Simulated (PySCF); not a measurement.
## As: excitation energy

As [Ar] 3d10 4s2 4p3 (4S) → As [Ar] 3d10 4s1 4p3 5s1 (6S), as a difference of total energies. All numbers are calculated (PySCF 2.14, scalar relativity through the core potential, in aug-cc-pVTZ-PP with ECP10MDF (6s5p4d2f, 55 functions)). Correlated levels: valence: 3s2 3p6 3d10 frozen. The calculations carry no spin-orbit coupling.

```tsv
method	excitation energy (cm⁻¹)
UHF	88966
LDA	110630
PBE	108380
PBE0	106060
r2SCAN	105240
B3LYP	110410
HSE06	106380
BLYP	112220
MP2 (valence)	98943
SCS-MP2 (valence)	102330
```

The upper state lies above the first ionisation limit, but in LS coupling its spin forbids autoionisation to the ground ion. A Rydberg-like electron needs more diffuse functions than a valence basis has.

The promoted electron is Rydberg-like, and one or two diffuse shells describe it only roughly, which tends to raise the upper state.
